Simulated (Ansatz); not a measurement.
A run for Ansatz (an electronic-structure program): R-B3LYP/def2-TZVPP on H3NOSn (SMILES [NH2][Sn][OH]), a point of a torsion scan. Elements past Kr take the def2 small-core potentials; no spin–orbit coupling.

Ansatz 0.2 input:
```yaml
crystal:
  periodic: [false, false, false]
  atoms:
    - {symbol: N, position_ang: [-1.19622569, -0.04245896, 0.18274805]}
    - {symbol: Sn, position_ang: [0.43647172, -1.14364955, 0.79375627]}
    - {symbol: O, position_ang: [1.83234262, -0.22549350, -0.37128190]}
    - {symbol: H, position_ang: [-2.15277960, -0.15240874, 0.49021390]}
    - {symbol: H, position_ang: [-1.18324171, 0.71779421, -0.48430892]}
    - {symbol: H, position_ang: [1.67270931, 0.17362358, -1.22251022]}
basis:
  gaussian:
    orbitals: def2-TZVPP
hamiltonian:
  xc: {name: B3LYP}
scf: {lower_state_search: off}
```

It printed:

```
WARN ansatz: RAYON_NUM_THREADS=1 ignored (pool sized by the plan → 1); use --threads N
Functional definition: B3LYP
these checks for a lower state are left out or cut short: stability, starts, cluster_reference, orbital_swaps, neighbouring_geometries, increment
integrals: 0.06 GiB planned
915 factors; their error is unknown
mean field: 0.56 GiB planned
mean field evaluation 1: about -9406.1192 eV, gradient 9.4e1 eV
mean field evaluation 2: about -9312.6098 eV, gradient 2.0e2 eV
mean field evaluation 4: about -9421.9168 eV, gradient 1.5e1 eV
mean field evaluation 8: about -9422.3099 eV, gradient 7.0e-2 eV
mean field evaluation 16: about -9422.3813 eV, gradient 3.8e-5 eV
mean field -9422.38131585 eV, -346.2661266381 hartree, gradient 2.5e-6 eV, S^2 0.000000; 0 other end points of the search recorded, 0 dependent functions left out
reference -9422.38153706 eV, -346.2661347674 hartree; 20, 20 occupied and 134, 134 virtual orbitals, 915 factors
Total energy: -9422.38153706 eV, -346.2661347674 hartree
Checks for a lower state left out: stability, starts, cluster_reference, orbital_swaps, neighbouring_geometries, increment
```

The run converged.

Cost: around 1.8 core-seconds (rough).
